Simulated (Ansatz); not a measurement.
Gas-phase electronic energies from Ansatz, PBE0-D4/def2-TZVP geometries. CBS: MP2 limit from def2 TZ/QZ plus the TZ coupled-cluster correction, frozen cores. Functionals use def2-TZVPP. def2 core potentials past Kr. For Se, Sn, Ti outer-core shells are correlated without core-valence functions, which leaves a few kJ/mol of doubt a bond. Scalar relativity is left out up to krypton. Each species was taken in one conformer, which may not be the lowest.

Consider the redistribution: `[F][Ti]([F])([F])[c]1ccccc1` + `[F][Sn]([F])([F])[SeH]` → `[F][Ti]([F])([F])[SeH]` + `[F][Sn]([F])([F])[c]1ccccc1`.

`[F][Ti]([F])([F])[c]1ccccc1`:

Cartesian coordinates in Å:
```
F 1.484 1.859 -2.580
Ti 1.865 1.537 -0.900
F 3.377 0.681 -0.672
F 1.797 2.995 0.068
C 0.407 0.306 -0.216
C 0.667 -0.579 0.833
C -0.343 -1.385 1.336
C -1.619 -1.315 0.794
C -1.888 -0.442 -0.251
C -0.880 0.365 -0.755
H 1.663 -0.649 1.261
H -0.135 -2.071 2.149
H -2.407 -1.947 1.186
H -2.885 -0.393 -0.675
H -1.102 1.038 -1.578
```

`[F][Sn]([F])([F])[SeH]`:

Cartesian coordinates in Å:
```
F -1.743 -0.712 0.758
Sn -0.402 0.251 -0.167
F -1.175 0.776 -1.812
F -0.223 1.835 0.853
Se 1.701 -0.993 -0.544
H 1.842 -1.156 0.912
```

`[F][Ti]([F])([F])[SeH]`:

Cartesian coordinates in Å:
```
F 1.514 0.896 0.695
Ti 0.475 -0.059 -0.330
F 0.716 0.285 -2.015
F 0.745 -1.740 0.045
Se -1.828 0.506 0.100
H -1.623 0.113 1.505
```

`[F][Sn]([F])([F])[c]1ccccc1`:

Cartesian coordinates in Å:
```
F -0.490 0.775 -3.617
Sn -0.791 1.522 -1.896
F 0.064 3.218 -1.891
F -2.636 1.969 -1.935
C -0.150 0.277 -0.342
C 0.279 0.837 0.858
C 0.705 0.006 1.883
C 0.704 -1.370 1.709
C 0.280 -1.924 0.510
C -0.148 -1.103 -0.522
H 0.291 1.912 0.998
H 1.040 0.438 2.819
H 1.038 -2.015 2.513
H 0.284 -2.999 0.374
H -0.470 -1.543 -1.460
```

Task: Is it downhill or uphill in electronic energy at CCSD(T)/CBS, and by how much? (An estimate is asked.)

Result: Computed: Downhill: ΔE = -30.9 kJ/mol.

Task: What do these levels give: PBE0-D4, BHLYP-D4, BHLYP, LC-ωPBE, HF/def2-SVP, HF/def2-TZVPP? (Estimate.)

Result: The calculation gave: PBE0-D4 -35.6, BHLYP-D4 -28.6, BHLYP -28.3, LC-ωPBE -35.4, HF/def2-SVP -11.3, HF/def2-TZVPP -21.8 kJ/mol.

Largest T1 diagnostic among the species: 0.023, so the coupled-cluster value is less sure than usual.

At CCSD(T), def2-SVP lies +3.2 kJ/mol from the extrapolated value and def2-TZVPP −11.3 kJ/mol. Leaving LDA and LC-ωPBE aside and taking each functional with its dispersion term where it has one, the values, not all of them listed here, spread over 14.4 kJ/mol, from B2PLYP to BHLYP-D4. LDA lies −5.9 kJ/mol from PBE without D4. From BLYP to BHLYP (50 % exact exchange), in def2-TZVPP and without D4, ΔE moves by +9.5 kJ/mol.
